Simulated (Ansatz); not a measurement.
Born–Oppenheimer molecular dynamics of CH8FNOSi2 (14 atoms, charge 0, multiplicity 1). It starts from a relaxed structure.

All numbers below come from Ansatz 0.2.0, RKS PBE0-D4/STO-3G.

- ensemble: NVE (velocity Verlet)
- time step: 0.25 fs
- steps asked: 250
- starting velocities drawn for: 700 K
- seed: 155963

First frame:

```xyz
14
Properties=species:S:1:pos:R:3
C -1.214 -0.039 -1.291
Si -0.138 -0.329 0.221
N 0.945 -1.651 -0.253
O -1.038 -0.897 1.559
Si 0.801 1.611 0.965
F 1.829 2.267 -0.154
H -1.665 -0.972 -1.643
H -2.025 0.662 -1.072
H -0.631 0.380 -2.117
H 1.282 -1.530 -1.235
H 1.819 -1.676 0.320
H -1.306 -1.836 1.278
H 1.553 1.389 2.186
H -0.226 2.592 1.266
```

Problem. How far do the bonds stretch over the last three quarters of this one trajectory? (Pairs bonded in most of those frames.)

Solution. 
| bond | mean (Å) | spread (Å) | shortest | longest |
| --- | --- | --- | --- | --- |
| C1–Si2 | 1.885 | 0.035 | 1.82 | 1.94 |
| C1–H7 | 1.097 | 0.012 | 1.07 | 1.12 |
| C1–H8 | 1.100 | 0.032 | 1.05 | 1.15 |
| C1–H9 | 1.098 | 0.026 | 1.05 | 1.14 |
| Si2–N3 | 1.796 | 0.052 | 1.71 | 1.87 |
| Si2–O4 | 1.714 | 0.022 | 1.68 | 1.75 |
| Si2–Si5 | 2.280 | 0.024 | 2.24 | 2.31 |
| N3–H10 | 1.049 | 0.010 | 1.03 | 1.07 |
| N3–H11 | 1.049 | 0.011 | 1.03 | 1.07 |
| O4–H12 | 1.017 | 0.029 | 0.97 | 1.06 |
| Si5–F6 | 1.662 | 0.030 | 1.62 | 1.71 |
| Si5–H13 | 1.458 | 0.031 | 1.41 | 1.50 |
| Si5–H14 | 1.453 | 0.008 | 1.44 | 1.47 |

Mean temperature of the second half: 335 K. The conserved energy stayed within 0.09 meV per atom of its start (net change 0.038 meV per atom), so the integration is sound. The temperature averaged 0.48 of the 700 K drawn at the start: a run that starts near a minimum puts about half its kinetic energy into the potential. A run of 0.062 ps of so small a system gives no equilibrium averages. Limits of this set-up: minimal basis.

Run time: 11 min on 1 thread of Arm Neoverse V1, on a shared host, peak memory 0.1 GiB.
